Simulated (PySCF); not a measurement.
Compound: C₆H₆F₃ (charge -1).
Numbering: `[F:1][C:2]([F:3])([F:4])[C@H:5]1[CH:6]=[CH:7][CH2:8][CH-:9]1` (hydrogens: H10 on C5; H11 on C6; H12 on C7; H13, H14 on C8; H15 on C9)

Structure optimised with GFN2-xTB, isolated species.

(1) Give the optimised bond lengths and angles.

Answers

(1) 
```tsv
bond	length (Å)	order
F1–C2, C2–F3	1.348	single
C2–F4	1.383	single
C2–C5	1.515	single
C5–C6	1.513	single
C6=C7	1.322	double
C7–C8	1.504	single
C8–C9	1.547	single
C5–C9	1.550	single
C5–H10	1.102	single
C6–H11	1.083	single
C7–H12	1.085	single
C8–H13	1.104	single
C8–H14	1.099	single
C9–H15	1.120	single
```

Bonds in one row agree within 0.01 Å and their mean is given. Orders are formal, as drawn. A selection of angles:
```tsv
angle	degrees
F1–C2–F3	105.6
F1–C2–F4	103.7
F1–C2–C5	115.5
F3–C2–C5	114.1
C2–C5–C6	108.0
C2–C5–C9	110.2
C6–C5–C9	106.5
C5–C6–C7	110.7
C6–C7–C8	111.6
C7–C8–C9	106.6
C5–C9–C8	102.1
```

Torsions: F1–C2–C5–C6 -58° (synclinal); C2–C5–C6–C7 108° (anticlinal); C5–C6–C7–C8 0° (synperiplanar); C6–C7–C8–C9 10° (synperiplanar); C7–C8–C9–C5 -15° (synperiplanar); C2–C5–C9–C8 -102° (anticlinal).

The C–F distances run from 1.344 Å (F1–C2, drawn single) to 1.383 Å (C2–F4, drawn single), a spread of 0.039 Å. Of the pairs four or more bonds apart, F1···C8 is among the closest relative to their van der Waals radii: 3.22 Å, 102 % of the sum of Bondi's values. C9 (formal carbanion centre) is pyramidal (angles 106.2°, 104.9° and 102.1°, sum 313.3°, 0.56 Å off the plane of its three neighbours). C7 (alkene CH carbon) is planar (angles 125.6°, 122.8° and 111.6°, sum 360.0°, 0.01 Å off the plane of its three neighbours). The 5-membered ring C5–C6–C7–C8–C9 has internal angles of 102.1° to 111.6° (sum 537°, against 540° for a flat polygon); it is puckered, 0.07 Å rms from its mean plane, widest ring torsion 15°. C6 (alkene CH carbon) is planar (angles 127.1°, 122.2° and 110.7°, sum 360.0°, 0.01 Å off the plane of its three neighbours). The 6 C–C bonds span 1.322 Å (C6=C7, drawn double) to 1.550 Å (C5–C9, drawn single), a spread of 0.228 Å.

Point group: C1 (no symmetry element, even within 0.4 Å). No frequency check.

One conformer stands for the species.

All values are computed, not measured.
